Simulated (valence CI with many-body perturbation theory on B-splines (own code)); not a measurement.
**Se III: what the settings do**

Calculated by valence CI with perturbative core correlation (CI+MBPT): four valence electrons over a frozen Dirac-Fock core [Ar] 3d10, a basis of 6 s, 6 p, 5 d, 3 f, 1 g functions for each j, with the one-electron correlation potential Σ1 (screened to all orders), the two-electron term Σ2, the three-electron term Σ3, Breit, model QED; selected single and double excitations, second order for the rest, scaled by the run's own slope (own B-spline code, finite nucleus).

Against 12 measured levels this calculation errs by 193 cm⁻¹ on average and by 346 at most. These come from a selection out of Moore, Atomic Energy Levels, vol. II, NSRDS-NBS 35 (1971 reprint of NBS Circular 467, 1952), an old analysis. Levels without a partner in it may be off by more.

The reference run has the lowest level 4s2 4p2 3P_0 and an ionisation energy of 31.6452 eV. Its largest variational space holds 10756 state functions.

Names give the largest LS component (configuration and term), which can be under half, so a name can repeat, a term be missing and a line seem to break the LS rules; names also repeat where a configuration has a term twice.

Changed runs:
A. correlating orbitals by l 3 3 3 2 1 → 4 4 0 0 0
B. Breit term on → off; factor on the speed of light 1 → 100; QED terms on → off
C. box radius (bohr) 21.067 → 20.76
D. box radius (bohr) 21.067 → 4.15 (bad on purpose)

Excitation energies of the reference run in cm⁻¹, and shifts in cm⁻¹:

| Level | Reference | A | C |
| --- | --- | --- | --- |
| 4s2 4p2 3P_1 | 1730 | -38 | 0 |
| 4s2 4p2 3P_2 | 3922 | +13 | 0 |
| 4s2 4p2 1D_2 | 13107 | +1858 | 0 |
| 4s2 4p2 1S_0 | 28259 | +1631 | 0 |
| 4s 4p3 5S°_2 | 68033 | -3010 | 0 |
| 4s 4p3 3D°_1 | 92281 | +543 | 0 |
| 4s 4p3 3D°_2 | 92398 | +563 | 0 |
| 4s 4p3 3D°_3 | 92961 | +596 | 0 |
| 4s 4p3 3P°_0 | 106219 | +742 | 0 |
| 4s 4p3 3P°_2 | 106242 | +707 | 0 |
| 4s 4p3 3P°_1 | 106327 | +727 | 0 |
| 4s2 4p 4d 1D°_2 | 112219 | +1023 | 0 |
| Ionisation energy (eV) | 31.6452 | -0.2693 | 0 |

No effect on these energies: C.

Run B ends with another lowest level, 4s2 4p2 3P_2, and an ionisation energy of 31.5930 eV.

Run D: It gave no result. The program said: "need at least one array to concatenate".
